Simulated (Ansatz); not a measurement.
C2H8F2N2Si (`CN[Si](F)(F)NC`). Total charge 0; spin multiplicity 1. Geometry: relaxed with PBE0-D4/def2-TZVP. It is one conformer, not always the lowest.

```xyz
15

C     1.406    1.600   -1.718
N     0.589    0.511   -1.221
Si   -0.131    0.404    0.297
F    -1.559    1.095    0.461
F     0.793    1.263    1.272
N    -0.360   -1.213    0.705
C    -1.359   -1.746    1.611
H     2.267    1.222   -2.276
H     1.789    2.179   -0.878
H     0.849    2.283   -2.369
H     0.239   -0.101   -1.940
H     0.396   -1.849    0.509
H    -1.798   -2.665    1.214
H    -2.166   -1.022    1.728
H    -0.955   -1.960    2.606
```

**Question.** What is the dipole moment at ωB97M-V/def2-TZVPP? (Best estimate.)

**Answer.** Ansatz gave: 2.69 D, with components (0.68, -2.10, -1.54) D in this frame, pointing from negative to positive charge.

**Question.** And with PBE, r2SCAN, B3LYP? (An estimate is asked.)

**Answer.** Computed: PBE 2.65 D, r2SCAN 2.68 D, B3LYP 2.71 D.

**Question.** Give the Mulliken charges with ωB97M-V, B3LYP, r2SCAN in def2-TZVPP. (Estimate.)

**Answer.** The calculation gave: 
| atom | ωB97M-V | B3LYP | r2SCAN |
| --- | --- | --- | --- |
| C1 | -0.23 | -0.18 | -0.05 |
| N2 | -0.29 | -0.31 | -0.34 |
| Si3 | 0.79 | 0.80 | 0.81 |
| F4 | -0.32 | -0.33 | -0.33 |
| F5 | -0.32 | -0.33 | -0.33 |
| N6 | -0.29 | -0.31 | -0.34 |
| C7 | -0.23 | -0.18 | -0.05 |
| H8 | 0.11 | 0.09 | 0.05 |
| H9 | 0.11 | 0.10 | 0.06 |
| H10 | 0.12 | 0.10 | 0.06 |
| H11 | 0.10 | 0.12 | 0.14 |
| H12 | 0.10 | 0.12 | 0.14 |
| H13 | 0.11 | 0.09 | 0.05 |
| H14 | 0.11 | 0.10 | 0.06 |
| H15 | 0.12 | 0.10 | 0.06 |

B3LYP here is the variant with VWN-RPA as its local correlation; programs differ in this.
